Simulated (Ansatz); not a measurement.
System: HgBr, net charge 0, doublet state. The spin state was set by rule; other spins were not relaxed. 
Geometry from a B3LYP-D3(BJ)/def2-TZVP (Ansatz, a first-principles code) optimisation:
```
Hg
Br 1 2.6164
```
Charge 0, spin multiplicity 2.

Total electronic energies in hartree. Valence correlation only, unless marked. Open shells are spin-unrestricted. No spin-orbit coupling. The frozen core is the preceding noble-gas configuration, with the filled d and f shells of earlier blocks. Past Kr the def2 sets carry scalar-relativistic core potentials. CBS marks a two-point X^-3 extrapolation of the correlation energy; Hartree-Fock from the larger set.

```csv
level,program,energy (Eh)
HF/def2-SVPD,Ansatz,-2724.65248
BLYP-D4/def2-TZVPD,Ansatz + dftd4,-2727.67550
r2SCAN-D4/def2-TZVPD,Ansatz + dftd4,-2727.71435
PBE0/def2-QZVPP,Ansatz,-2727.41392
B2PLYP/def2-TZVPD,Ansatz,-2727.01651
MP2/def2-SVP,Ansatz,-2725.04302
"RI-MP2/CBS(def2-TZVPP,def2-QZVPP)",Ansatz,-2725.6657
CCSD(T)/def2-QZVPP,Ansatz,-2725.64013
"CCSD(T)/CBS(def2-TZVPPD,def2-QZVPPD)",Ansatz,-2725.6703
```

Totals of different functionals don't rank their quality; only differences between species are comparable.
